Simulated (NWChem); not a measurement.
Species: BiH₂Br; SMILES [Br][BiH2]

This build's default masses of Se (78.918 u) and Br (79.917 u) are each other's, which moves their modes by up to 0.6 %. def2 effective core potentials on Bi; no spin-orbit coupling.

Task: Give the equilibrium geometry at PBE0/def2-SVP with def2 effective core potentials on Bi (NWChem) as a Z-matrix, with the point group.

Result: point group Cs; any orientation.
```
Bi
H 1 1.8004
H 1 1.8004 2 89.34
Br 1 2.6285 2 94.07 3 94.03
```
